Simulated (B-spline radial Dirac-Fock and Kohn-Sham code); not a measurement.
**Compton profile of Os⁴⁸⁺**

System: Os⁴⁸⁺, [Ar] 3d10.

Model: the impulse approximation on Dirac-Fock densities. Program: a radial finite-basis atomic code. pz is in atomic units of momentum; subshell profiles are per electron, for a selection of subshells; open shells are spread over both j values by their weights.

```
 pz   J total   J 2p1/2   J 2p3/2   J 3s1/2   J 3d5/2
  0    0.9240    0.0170    0.0189    0.0739    0.0308
0.8    0.9212    0.0170    0.0189    0.0726    0.0308
  1    0.9197    0.0170    0.0189    0.0720    0.0308
1.2    0.9178    0.0170    0.0189    0.0711    0.0308
1.4    0.9155    0.0170    0.0189    0.0701    0.0308
1.6    0.9130    0.0170    0.0189    0.0690    0.0308
1.8    0.9100    0.0170    0.0189    0.0678    0.0308
  2    0.9068    0.0170    0.0189    0.0664    0.0308
2.5    0.8972    0.0170    0.0189    0.0626    0.0308
  3    0.8854    0.0170    0.0189    0.0582    0.0307
  4    0.8558    0.0169    0.0188    0.0485    0.0307
  5    0.8186    0.0169    0.0188    0.0384    0.0305
  7    0.7256    0.0168    0.0186    0.0214    0.0296
 10    0.5644    0.0163    0.0180   0.00848    0.0259
 15    0.3346    0.0147    0.0156   0.00598    0.0156
 20    0.1972    0.0121    0.0123   0.00460   0.00729
 30   0.07875   0.00672   0.00598  0.000898   0.00127
 40   0.03716   0.00324   0.00252  0.000215  0.000233
 60   0.01192  0.000725  0.000436  0.000171  1.29e-05
100  0.002433  6.37e-05  2.44e-05  4.85e-05    < 1e-6
```

J(0) = 0.9240. The 3p3/2 subshell gives the largest part, 20 %.

Mean momentum ⟨p⟩ by subshell (a.u.): 1s1/2 80.2, 2s1/2 28.7, 2p1/2 37.8, 2p3/2 33.2, 3s1/2 14.9, 3p1/2 17.7, 3p3/2 16.4, 3d3/2 19.6, 3d5/2 19.1.

Values without a named source are computed, but for edge energies of neutral atoms, which are taken from tables.
